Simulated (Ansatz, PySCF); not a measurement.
Ga(Me)(NH2) (CH5GaN), SMILES [CH3][Ga][NH2], multiplicity 2. Atoms are numbered in the order given.

```xyz
8

Ga     0.5529     0.1990    -0.0202
C     -0.4545     0.9843    -1.5537
H     -1.0494     1.8450    -1.2138
H     -1.1252     0.2246    -1.9854
H      0.2457     1.3343    -2.3266
N      0.2154    -1.5491     0.3948
H     -0.4471    -2.1353    -0.1041
H      0.6617    -2.0576     1.1485
```
Charge 0, spin multiplicity 2.

The structure is a stationary point at PBE0-D3(BJ)/def2-SVP. The multiplicity is an assumed one; other spin states were not compared. The isomer is the one that the SMILES or the coordinates give; other isomers of the formula were not compared. One conformer was computed; it need not be the lowest.

Two levels are set side by side: PBE-D3(BJ)/def2-SVP (Ansatz, a program for electronic structure) and PBE0-D3(BJ)/def2-SVP (PySCF). Each level has its own optimised geometry; the coordinates shown are those of the second. Frequencies come from the Hessian of PySCF at each geometry. Differences are taken from unrounded values.

| quantity | PBE0-D3(BJ) | PBE-D3(BJ) | PBE-D3(BJ) minus PBE0-D3(BJ) |
|---|---|---|---|
| mean bond length (Å) | 1.308 | 1.319 | 0.011 |
| bond Ga1–C2 (Å) | 1.996 | 2.017 | 0.021 |
| bond Ga1–N6 (Å) | 1.828 | 1.846 | 0.017 |
| bond C2–H3 (Å) | 1.100 | 1.107 | 0.007 |
| bond C2–H4 (Å) | 1.102 | 1.109 | 0.008 |
| bond C2–H5 (Å) | 1.100 | 1.107 | 0.007 |
| bond N6–H7 (Å) | 1.016 | 1.025 | 0.009 |
| bond N6–H8 (Å) | 1.013 | 1.022 | 0.009 |
| highest harmonic wavenumber (cm⁻¹) | 3712 | 3588 | -123 |
| mean harmonic wavenumber (cm⁻¹) | 1461 | 1406 | -55 |
| zero-point energy (kcal/mol) | 37.60 | 36.19 | -1.41 |

GGA bonds tend to be longer and softer than those of functionals with exact exchange. Differences between two approximate levels are no errors against the true value.
